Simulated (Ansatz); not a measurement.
Gas-phase electronic energies from Ansatz, PBE0-D4/def2-TZVP geometries. CCSD(T)/CBS is the MP2 limit (def2-TZVPP, def2-QZVPP) plus CCSD(T) − MP2 in def2-TZVPP, frozen cores. This one scheme is used for every species. DFT in def2-TZVPP. B3LYP here is the variant with VWN-RPA as its local correlation; programs differ in this. Each species was taken in one conformer, which may not be the lowest.

`CCB(C)N` + PH₃ → `CB(N)P` + ethane  (ligand exchange at a B–C bond)

`CCB(C)N`:

Z-matrix (Å, degrees):
```
C
C 1 1.527
H 1 1.094 2 111.4
H 1 1.093 2 112.0 3 -120.2
H 1 1.093 2 111.4 3 119.5
B 2 1.583 1 114.9 3 -61.8
H 2 1.097 1 109.8 3 64.2
H 2 1.100 1 108.6 3 178.8
N 6 1.398 2 119.1 1 137.6
C 6 1.577 2 121.4 1 -43.1
H 9 1.006 6 123.3 2 177.7
H 9 1.006 6 123.0 2 -1.8
H 10 1.096 6 110.2 2 67.5
H 10 1.095 6 111.3 2 -49.3
H 10 1.093 6 114.0 2 -171.7
```

PH₃:

```xyz
4

P    -0.008   -0.011    0.580
H     1.146    0.333   -0.172
H    -0.855    0.829   -0.190
H    -0.283   -1.151   -0.219
```

`CB(N)P`:

Cartesian coordinates in Å:
```
C 0.354 -0.766 -1.172
B 0.102 0.166 0.070
N 1.081 0.334 1.047
P -1.534 1.197 0.173
H 0.135 -0.252 -2.112
H 1.379 -1.146 -1.226
H -0.318 -1.631 -1.138
H 0.968 0.904 1.867
H 1.981 -0.114 0.989
H -1.716 1.180 1.581
H -2.431 0.129 -0.079
```

`CC`:

Cartesian coordinates in Å:
```
C 0.500 -0.511 -0.255
C -0.500 0.511 0.255
H 0.323 -0.753 -1.305
H 1.525 -0.142 -0.172
H 0.441 -1.444 0.311
H -0.323 0.753 1.305
H -1.525 0.142 0.171
H -0.441 1.444 -0.311
```

Question: Is it downhill or uphill in electronic energy at CCSD(T)/CBS, and by how much? (An estimate is asked.)

Answer: The calculation gave: Downhill: ΔE = -18.8 kJ/mol.

Question: What do these levels give: r2SCAN-D4, B97M-V, B3LYP-D4, ωB97M-V, PBE-QIDH, BLYP, r2SCANh, r2SCAN0, CCSD(T)/def2-SVP, CCSD(T)/def2-TZVPP, HF/def2-QZVPP, SCS-MP2/def2-QZVPP? (Best estimate.)

Answer: Ansatz gave: r2SCAN-D4 -22.8, B97M-V -22.3, B3LYP-D4 -20.0, ωB97M-V -15.4, PBE-QIDH -21.8, BLYP -22.8, r2SCANh -23.0, r2SCAN0 -22.3, CCSD(T)/def2-SVP -15.8, CCSD(T)/def2-TZVPP -16.6, HF/def2-QZVPP -17.6, SCS-MP2/def2-QZVPP -18.7 kJ/mol.

Question: What do rigid-rotor, harmonic-oscillator terms from PBE0-D4/def2-TZVP frequencies (298.15 K, 1 bar) make of the CCSD(T)/CBS value? (Best estimate.)

Answer: Ansatz gave: ΔZPE = +7.3 kJ/mol, ΔH = -12.2 kJ/mol, ΔS = 0 J/(mol·K), ΔG = -12.2 kJ/mol.

Largest T1 diagnostic among the species: 0.013.

From BLYP to BHLYP (50 % exact exchange), in def2-TZVPP and without D4, ΔE moves by +4.2 kJ/mol. At CCSD(T), def2-SVP lies +3.0 kJ/mol from the extrapolated value and def2-TZVPP +2.2 kJ/mol. Leaving LDA and LC-ωPBE aside and taking each functional with its dispersion term where it has one, the values, not all of them listed here, spread over 9.6 kJ/mol, from revPBE-D4 to ωB97M-V. LDA lies +6.6 kJ/mol from PBE without D4.
